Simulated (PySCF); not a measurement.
Functional dependence of a UV spectrum

Species: 1,1-dibromoethane, C2H4Br2.
InChI=1S/C2H4Br2/c1-2(3)4/h2H,1H3

Linear-response calculations in the def2-SVPD basis (PySCF; singlets by full response, triplets Tamm–Dancoff, core orbitals frozen in the response; HF means time-dependent Hartree–Fock). 'Strongest' is the level of largest summed f among the singlets computed (10 roots, of which the last may lack a degenerate partner); it can jump between rows when another state enters that window. S1 is the lowest singlet of each run and needn't be the same state throughout; f(S1) is that of one state. Geometry: PBE0-D3(BJ)/def2-SVP; no solvent, vibrations or thermal averaging. The LDA/def2-SVPD calculation is non-relativistic and has no spin–orbit coupling, an omission that weighs most on bromine.

```tsv
functional	kind	S1 (eV)	f(S1)	strongest (eV)	T1 (eV)	HOMO (eV)	gap (eV)	ionisation energy, ΔSCF (eV)
LDA	LDA	5.03	0.031	6.65	4.54	-6.88	4.70	9.99
PBE	GGA	5.05	0.033	6.61	4.49	-6.74	4.74	9.80
B3LYP	global hybrid, 20% exact exchange	5.38	0.028	7.17	4.78	-7.74	6.44	10.09
PBE0	global hybrid, 25% exact exchange	5.55	0.026	7.45	4.88	-8.00	6.95	10.14
BHandHLYP	global hybrid, 50% exact exchange	5.85	0.020	8.14	5.15	-9.11	9.02	10.29
CAM-B3LYP	range-separated hybrid	5.64	0.019	7.82	4.98	-9.31	9.31	10.34
wB97X-D	range-separated hybrid	5.69	0.019	7.96	5.05	-9.87	10.56	10.31
LC-wPBE	range-separated hybrid	5.89	0.013	8.53	5.15	-10.71	11.87	10.60
HF	Hartree–Fock	6.45	0.016	9.15	5.58	-10.88	12.83	not settled
```

S1 runs from 5.03 eV (LDA) to 6.45 eV (HF), a spread of 1.42 eV, while the orbital gap spreads over 8.1 eV. Along PBE (0%), B3LYP (20%), PBE0 (25%), BHandHLYP (50%), HF (100%) S1 rises with the share of exact exchange. −ε(HOMO) comes closest to its own ΔSCF ionisation energy with LC-wPBE (+0.11 eV) and misses most with LDA (-3.12 eV). 'Not settled' means that the ion's SCF failed to converge or may have ended in another state than the lowest.
